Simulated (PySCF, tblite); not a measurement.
A database entry of computed molecular properties. Lists by class give the value and the number of equivalent atoms.

```json
{
 "formula": "C4H10ClFSi",
 "smiles": "CCC[Si@@](C)(F)Cl",
 "inchi": "InChI=1S/C4H10ClFSi/c1-3-4-7(2,5)6/h3-4H2,1-2H3/t7-/m1/s1",
 "charge": 0,
 "multiplicity": 1,
 "geometry_level": "GFN2-xTB",
 "atoms_angstrom": [
  ["C", 2.48, -0.796, 0.032],
  ["C", 1.045, -0.609, 0.51],
  ["C", 0.473, 0.734, 0.05],
  ["Si", -1.32, 1.026, 0.601],
  ["C", -2.566, -0.279, 0.027],
  ["F", -1.326, 0.977, 2.223],
  ["Cl", -1.926, 2.889, 0.116],
  ["H", 2.526, -0.769, -1.055],
  ["H", 2.875, -1.751, 0.368],
  ["H", 3.118, -0.006, 0.421],
  ["H", 1.015, -0.66, 1.6],
  ["H", 0.429, -1.422, 0.122],
  ["H", 0.546, 0.791, -1.038],
  ["H", 1.108, 1.534, 0.439],
  ["H", -3.565, -0.045, 0.386],
  ["H", -2.304, -1.263, 0.405],
  ["H", -2.615, -0.342, -1.056]
 ],
 "electronic_structure_code": "PySCF",
 "results": {
  "GFN2-xTB geometry": {
   "point_group": "C1",
   "rotational_constants_GHz": [2.64, 0.918, 0.846]
  },
  "wB97X-D/def2-SVPD ground state and vertical TDDFT (core frozen in the response)": {
   "dipole_D": 2.53,
   "homo_eV": -10.27,
   "lumo_eV": 1.99,
   "S1_eV": 8.28,
   "strongest_line_of_8_singlets_eV": 8.28,
   "T1_tda_eV": 7.9,
   "polarisability_au": 85.9,
   "r2_bohr2_about_centre_of_nuclear_charge": 1481.5,
   "singlets_eV_and_f": [
    [8.28, 0.133],
    [8.41, 0.015],
    [8.69, 0.002],
    [9.08, 0.085],
    [9.2, 0.019],
    [9.38, 0.004],
    [9.4, 0.029],
    [9.57, 0.006]
   ],
   "triplets_tda_eV": [7.9, 8.2, 8.39]
  },
  "PBE0/pcSseg-1 ground state and GIAO shieldings, non-relativistic": {
   "shift_vs_computed_TMS_C_by_class_ppm": [
    [27.2, 1],
    [20.4, 1],
    [20.2, 1],
    [1.9, 1]
   ],
   "shift_vs_computed_TMS_H_by_class_ppm": [
    [1.52, 1],
    [1.2, 1],
    [1.08, 3],
    [1.06, 1],
    [0.6, 1],
    [0.45, 3]
   ],
   "shielding_other_nuclei_by_class_ppm": [
    ["F", 325.1, 1],
    ["Si", 318.2, 1],
    ["Cl", 888.8, 1]
   ],
   "charges_hirshfeld_e_by_atom": [-0.11, -0.06, -0.16, 0.46, -0.21, -0.21, -0.12, 0.04, 0.04, 0.04, 0.04, 0.04, 0.04, 0.04, 0.05, 0.05, 0.05]
  },
  "GFN2-xTB harmonic vibrations, gas phase": {
   "strongest_ir_bands_cm-1_km_per_mol_modes": [
    [502.2, 97.5, 1],
    [694.5, 58.4, 1],
    [797.7, 111.0, 1],
    [833.7, 152.7, 1],
    [840.1, 78.4, 1],
    [858.3, 112.5, 1]
   ],
   "zpe_kcal_per_mol": 84.4
  }
 }
}
```

The zero-point energy, half the sum of the 45 harmonic wavenumbers, equals 29520 cm⁻¹ or 353 kJ/mol. A dipole of 2.53 D is allowed in C1, and pure rotational transitions are dipole-allowed.

One conformer (not necessarily the lowest) at the GFN2-xTB geometry, without solvent or vibrations. NMR classes are plain means over equivalent atoms (diastereotopic ones count apart unless rotation or inversion swaps them), as if these changed places fast; in this geometry the members of some classes differ.

Shape of the structure used: `[CH3:1][CH2:2][CH2:3][Si@@:4]([CH3:5])([F:6])[Cl:7]`: C1–C2–C3–Si4 180°, C2–C3–Si4–C5 -58°.
